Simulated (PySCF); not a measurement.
C2H10OSi3. Atoms are numbered in the order given.

```xyz
16

Si     2.0384     0.6036    -0.7522
C      0.9096    -0.1473     0.5770
O      0.0050     0.8503     1.0654
Si    -1.5302     0.9700     0.3836
C     -1.7249    -0.6656    -0.5347
Si    -0.1643    -1.6113    -0.0458
H      2.7283     1.8231    -0.2368
H      1.1986     0.9906    -1.9302
H      3.0544    -0.4021    -1.1933
H      1.5423    -0.4806     1.4191
H     -2.5124     1.1583     1.4887
H     -1.6066     2.1407    -0.5414
H     -1.7499    -0.5004    -1.6236
H     -2.6413    -1.2039    -0.2497
H      0.4739    -2.3536    -1.1761
H     -0.4493    -2.5687     1.0667
```
Charge 0, spin multiplicity 1.

Geometry: PBE0-D3(BJ)/def2-SVP. The structure was generated by enumeration; whether it is a known compound was not checked. Other conformers were not sampled.

Method: PySCF with PBE0/def2-TZVP.

Atomic charges (e):

```tsv
atom	Mulliken	IAO
Si1	0.13	…
C2	-0.11	…
O3	-0.36	-0.65
Si4	0.37	1.00
C5	-0.48	-0.87
Si6	0.18	0.75
H7	-0.01	…
H8	-0.03	…
H9	-0.02	…
H10	0.11	0.16
H11	-0.03	…
H12	-0.03	…
H13	0.15	0.18
H14	0.15	0.18
H15	-0.01	…
H16	-0.02	…
```

Problem. Complete the blanks. (The exact figures need the calculation; the answer reports its results.)

Solution. 
- Si1, IAO: 0.59
- C2, IAO: -0.45
- H7, IAO: -0.11
- H8, IAO: -0.13
- H9, IAO: -0.12
- H11, IAO: -0.14
- H12, IAO: -0.15
- H15, IAO: -0.12
- H16, IAO: -0.12

Computed Mayer and Wiberg (Löwdin basis) orders of the bonds:
| bond | Mayer | Wiberg |
|---|---|---|
| Si1–C2 | 1.00 | 1.15 |
| C2–O3 | 0.92 | 1.43 |
| O3–Si4 | 1.12 | 1.48 |
| Si4–C5 | 0.99 | 1.15 |
| C2–Si6 | 0.96 | 1.06 |
| C5–Si6 | 0.99 | 1.16 |
| Si1–H7 | 0.96 | 0.95 |
| Si1–H8 | 0.94 | 0.94 |
| Si1–H9 | 0.95 | 0.95 |
| C2–H10 | 0.91 | 0.83 |
| Si4–H11 | 0.95 | 0.93 |
| Si4–H12 | 0.94 | 0.93 |
| C5–H13 | 0.92 | 0.84 |
| C5–H14 | 0.93 | 0.85 |
| Si6–H15 | 0.95 | 0.91 |
| Si6–H16 | 0.96 | 0.91 |
